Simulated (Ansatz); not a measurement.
Abridged output of a molecular run in Ansatz:

```
Functional definition: HF
  name "HF"
  cite "Fock, Z. Phys. 61, 126 (1930) doi:10.1007/BF01340294"
  parent pbe
  exchange = exact_x
  correlation = 0
927 factors; integrals over basis functions are off by at most 1.1e-3 eV
mean field evaluation 1: about -23228.0248 eV, gradient 4.1e1 eV
mean field evaluation 2: about -23228.0938 eV, gradient 4.1e1 eV
mean field evaluation 4: about -23231.5987 eV, gradient 2.9e0 eV
mean field evaluation 8: about -23231.6404 eV, gradient 2.7e-1 eV
mean field -23231.64078497 eV, -853.7470518760 hartree, gradient 2.7e-6 eV, S^2 0.000000; 0 other end points of the search recorded, 0 dependent functions left out
13 core orbitals not correlated: weight in the atoms' cores, before any rotation towards them, 1.000 or more for the frozen orbitals, at most 0.000 for the correlated occupied ones
reference -23231.64078497 eV, -853.7470518760 hartree; 15, 15 occupied and 70, 70 virtual orbitals, 927 factors
second order -18.99248425 eV of doubles, -0.00000000 eV of singles
cycle   1  -19.52525427 eV  change   -5.3e-1 eV  update   1.0e-1
cycle   2  -19.96252763 eV  change   -4.4e-1 eV  update   2.9e-2
cycle   3  -20.08657037 eV  change   -1.2e-1 eV  update   1.6e-2
cycle   4  -20.08285611 eV  change    3.7e-3 eV  update   3.4e-3
cycle   5  -20.08076075 eV  change    2.1e-3 eV  update   1.4e-3
cycle   6  -20.08082912 eV  change   -6.8e-5 eV  update   4.3e-4
cycle   7  -20.08064315 eV  change    1.9e-4 eV  update   1.4e-4
cycle   8  -20.08059954 eV  change    4.4e-5 eV  update   4.8e-5
cycle   9  -20.08061771 eV  change   -1.8e-5 eV  update   1.6e-5
perturbative correction -0.43449510 eV, -0.0159674003 hartree
Total energy: -23252.15589778 eV, -854.5009683659 hartree
```

Its atoms:

Cartesian coordinates in Å:
```
C 1.048 0.855 -0.567
O -0.286 0.478 -0.723
Al -1.405 -0.527 -0.002
F -2.920 -0.590 -0.623
S -0.987 -1.770 1.723
H 1.524 0.376 0.298
H 1.116 1.939 -0.432
H 1.621 0.586 -1.459
H 0.289 -1.349 1.785
```

Task: Which basis set was used?
A. def2-SVP
B. def2-QZVPP
C. def2-SVPD
D. def2-TZVPP

Result: A. It gives 98 functions.

Task: Write the keys of the input that set method, charge and spin (a neutral closed shell needs none for the last two).

Result: 
```yaml
correlation: {method: ccsd_t}
```
